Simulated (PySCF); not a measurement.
**Magnetic susceptibility: `c1(Cl)cc(C(C)=O)nnn1`, C5H4ClN3O**

Geometry:
| atom | x (Å) | y (Å) | z (Å) |
| --- | --- | --- | --- |
| C1 | -2.309 | 0.330 | -0.598 |
| C2 | -1.322 | 0.169 | 0.509 |
| O3 | -1.588 | 0.177 | 1.684 |
| C4 | 0.103 | -0.015 | 0.055 |
| C5 | 1.130 | -0.179 | 0.979 |
| C6 | 2.394 | -0.338 | 0.415 |
| Cl7 | 3.783 | -0.551 | 1.383 |
| N8 | 2.565 | -0.329 | -0.900 |
| N9 | 1.555 | -0.172 | -1.686 |
| N10 | 0.357 | -0.018 | -1.256 |
| H11 | -2.030 | 1.188 | -1.206 |
| H12 | -2.270 | -0.543 | -1.245 |
| H13 | -3.310 | 0.459 | -0.196 |
| H14 | 0.941 | -0.179 | 2.041 |

Level of theory: GIAO B3LYP/pcSseg-1 magnetisability, rotational g tensor and spin-rotation constants, non-relativistic, gas phase (PySCF 2.14.0). Geometry: GFN2-xTB.

**Question.** How diamagnetic is it, and how anisotropic?

**Answer.** Isotropic -1168 × 10⁻³⁰ J/T², or -70.3 × 10⁻⁶ cm³/mol; principal values -1968, -832, -704 × 10⁻³⁰ J/T², anisotropy 1205 × 10⁻³⁰ J/T² (root of half the summed squared differences of the principal values). The susceptibility is in cgs units.

**Question.** Split it along the inertial axes a, b, c into diamagnetic and paramagnetic parts about the centre of mass, with the quadrupole moment.

**Answer.** 
| axis | χ (10⁻⁶ cm³/mol) | diamagnetic (10⁻⁶ cm³/mol) | paramagnetic (10⁻⁶ cm³/mol) | summed x² of all electrons (Å²) | quadrupole Θ (D Å) |
| --- | --- | --- | --- | --- | --- |
| a | -48.6 | -553.1 | 504.5 | 386.5 | +6.25 |
| b | -43.9 | -1700.9 | 1656.9 | 116.0 | -13.45 |
| c | -118.5 | -2131.6 | 2013.1 | 14.4 | +7.20 |

Anisotropies 2χaa − χbb − χcc = +65.2 and 2χbb − χaa − χcc = +79.3 × 10⁻⁶ cm³/mol. Θ is traceless in Buckingham's convention.

**Question.** And the rotational g tensor?

**Answer.** 
```tsv
axis	rotational constant (GHz)	g	nuclear part	electronic part
a	2.5626	-0.0878	0.5195	-0.6074
b	0.7073	-0.0219	0.5286	-0.5506
c	0.5562	-0.0009	0.5251	-0.5260
```
Asymmetric top; isotopes 12C, 35Cl, 1H, 14N, 16O; no vibrational averaging.
